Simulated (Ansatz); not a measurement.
A single point on C$_{3}$H$_{6}$BFSi (`C#C[SiH2]B(C)F`).

```yaml
crystal:
  periodic: [false, false, false]
  atoms:
    - {symbol: C, position_ang: [-2.116029, -1.529774, -0.969379]}
    - {symbol: C, position_ang: [-1.132603, -1.433752, -0.276811]}
    - {symbol: Si, position_ang: [0.364443, -1.218838, 0.750835]}
    - {symbol: B, position_ang: [1.095917, 0.680646, 0.543705]}
    - {symbol: C, position_ang: [0.461304, 1.769941, -0.363589]}
    - {symbol: F, position_ang: [2.189571, 0.965717, 1.247396]}
    - {symbol: H, position_ang: [-2.985994, -1.624612, -1.578065]}
    - {symbol: H, position_ang: [1.375504, -2.225718, 0.326512]}
    - {symbol: H, position_ang: [0.006566, -1.498041, 2.168570]}
    - {symbol: H, position_ang: [-0.584992, 1.927800, -0.076888]}
    - {symbol: H, position_ang: [0.412879, 1.406730, -1.397002]}
    - {symbol: H, position_ang: [0.990333, 2.724701, -0.341282]}
basis:
  gaussian: {orbitals: def2-QZVPP}
correlation: {method: mp2}
```

```sh
$ ansatz run in.yaml --threads 4 --pin off --events-out ev --progress --plain --max-ram 10444MiB
```

It prints (some lines left out):

```
Functional definition: HF
3194 factors; integrals over basis functions are off by at most 8.1e-4 eV
mean field evaluation 1: about -14424.7669 eV, gradient 4.3e1 eV
mean field evaluation 2: about -14424.9352 eV, gradient 4.3e1 eV
mean field evaluation 4: about -14429.6930 eV, gradient 4.5e0 eV
mean field evaluation 8: about -14429.7682 eV, gradient 2.9e-1 eV
mean field -14429.76861442 eV, -530.2842157317 hartree, gradient 2.9e-6 eV, S^2 0.000000; 0 other end points of the search recorded, 0 dependent functions left out
10 core orbitals not correlated: weight in the atoms' cores, before any rotation towards them, 1.000 or more for the frozen orbitals, at most 0.000 for the correlated occupied ones
reference -14429.76861442 eV, -530.2842157317 hartree; 16, 16 occupied and 509, 509 virtual orbitals, 3194 factors
second order -27.38902808 eV of doubles, -0.00000000 eV of singles
Total energy: -14457.15764250 eV, -531.2907439485 hartree
```

Hardware: 4 threads of an Arm Neoverse V2 on a shared host. Wall time 23 s, peak host memory 3.7 GiB.
